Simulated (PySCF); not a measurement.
Species: `CC(C)=C(C)CB(O)O`. The columns A, B, C and D hold Mulliken, IAO, Hirshfeld and ESP-fitted charges (e) of one PBE0/pcSseg-1 density (PySCF), in a shuffled order. Coordinates in Å (PBE0-D3(BJ)/def2-SVP); the density's dipole moment is (-0.41, 1.19, 0.22) D.

| atom | x | y | z | A | B | C | D |
| --- | --- | --- | --- | --- | --- | --- | --- |
| C1 | -1.438 | 1.290 | 0.533 | -0.220 | -0.415 | -0.119 | -0.504 |
| C2 | -1.151 | -0.111 | 0.048 | -0.352 | -0.019 | -0.007 | +0.273 |
| C3 | -2.229 | -1.108 | 0.356 | -0.165 | -0.409 | -0.118 | -0.644 |
| C4 | -0.008 | -0.397 | -0.613 | -0.335 | +0.012 | +0.002 | +0.173 |
| C5 | 0.390 | -1.762 | -1.088 | -0.168 | -0.414 | -0.119 | -0.616 |
| C6 | 1.028 | 0.673 | -0.892 | -0.362 | -0.436 | -0.150 | -0.723 |
| B7 | 2.012 | 0.780 | 0.344 | +0.589 | +0.515 | +0.247 | +0.760 |
| O8 | 2.828 | -0.274 | 0.619 | -0.412 | -0.547 | -0.248 | -0.693 |
| O9 | 2.076 | 1.859 | 1.185 | -0.417 | -0.557 | -0.262 | -0.732 |
| H10 | -1.609 | 1.991 | -0.303 | +0.133 | +0.140 | +0.038 | +0.125 |
| H11 | -0.609 | 1.694 | 1.136 | +0.106 | +0.131 | +0.033 | +0.114 |
| H12 | -2.338 | 1.317 | 1.165 | +0.115 | +0.141 | +0.042 | +0.158 |
| H13 | -3.197 | -0.767 | -0.050 | +0.122 | +0.139 | +0.039 | +0.167 |
| H14 | -2.371 | -1.208 | 1.447 | +0.124 | +0.139 | +0.039 | +0.171 |
| H15 | -2.034 | -2.108 | -0.049 | +0.115 | +0.137 | +0.041 | +0.172 |
| H16 | 1.382 | -2.021 | -0.681 | +0.141 | +0.154 | +0.038 | +0.199 |
| H17 | 0.489 | -1.776 | -2.188 | +0.121 | +0.138 | +0.039 | +0.166 |
| H18 | -0.312 | -2.554 | -0.801 | +0.111 | +0.135 | +0.040 | +0.165 |
| H19 | 0.556 | 1.641 | -1.121 | +0.122 | +0.132 | +0.033 | +0.150 |
| H20 | 1.616 | 0.386 | -1.779 | +0.133 | +0.154 | +0.043 | +0.226 |
| H21 | 3.345 | -0.117 | 1.417 | +0.250 | +0.363 | +0.177 | +0.451 |
| H22 | 1.492 | 2.573 | 0.918 | +0.248 | +0.366 | +0.173 | +0.444 |

**Question.** Which column most likely holds the ESP-fitted charges?

**Answer.** D. Σ q r misses the density's dipole by 0.05 D (D), 0.21 D (B), 0.73 D (C), 0.99 D (A). Charges fitted to the outside potential are the only set here that is tied to the molecule's multipoles.

**Question.** And the Hirshfeld charges?

**Answer.** C. The mean sizes are 0.093 e (C), 0.221 e (A), 0.254 e (B), 0.356 e (D), and Hirshfeld charges are commonly the smallest of these schemes.

As computed, A = Mulliken, B = IAO, C = Hirshfeld, D = ESP-fitted. Hydrogens on carbon: Mulliken +0.11 to +0.14, IAO +0.13 to +0.15, Hirshfeld +0.03 to +0.04, ESP-fitted +0.11 to +0.23 e.

The ESP scheme is a least-squares fit of atom-centred charges to the potential on four shells outside the van der Waals surface, with the total charge fixed. The Mulliken scheme counts on each atom the diagonal of the density matrix times the overlap matrix over that atom's basis functions.

Isolated species at its PBE0-D3(BJ)/def2-SVP geometry (one conformer only).

These values come from a run that also computed NMR shieldings. Hardware: an Arm Neoverse N1 with one thread, shared host with 64 logical CPUs at a one-minute load of 53. Cost: 71 s wall, 1.0 GiB resident at most.

Shape of the structure used: `[CH3:1][C:2]([CH3:3])=[C:4]([CH3:5])[CH2:6][B:7]([OH:8])[OH:9]`: C2–C4–C6–B7 87°, C4–C6–B7–O8 66°, H–O8–B7–C6 -177°, H–O9–B7–C6 -3°.
